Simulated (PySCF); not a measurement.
## Relaxation of quartet [IrCl3]+

Method: PySCF, UB3LYP, basis Ir def2-SVP with ECP60, Cl def2-SVP (scalar-relativistic core potentials, no spin–orbit coupling, density fitting). A (50,194) grid was used.

A hand-made T-shaped start, of C2v symmetry, held to at least that symmetry:

Coordinates in bohr (charge 1 multiplicity 4):
```
Ir    0.0000    0.0000   -0.5140
Cl    0.0000    0.0000    3.5787
Cl    4.0903    0.0000   -0.3712
Cl   -4.0903    0.0000   -0.3712
```

(1) What does it relax to?

(2) How much energy is released, and in how many steps?

## Answers

(1) It ends at C2v with Ir–Cl 2.163 Å, Ir–Cl 2.201 Å (×2); Cl–Ir–Cl 106.4° (×2), Cl–Ir–Cl 147.3° (after a last refinement on a finer grid). A frequency run shows a minimum. Other isomers or separated fragments may lie lower.

(2) 64.1 kJ/mol in 7 steps.

Open d and f shells are described by one determinant, and the ground state may have another occupation or spin. No spin–orbit coupling is included, which matters more the heavier the element.

The relaxation took about 70 core-seconds on a shared host.
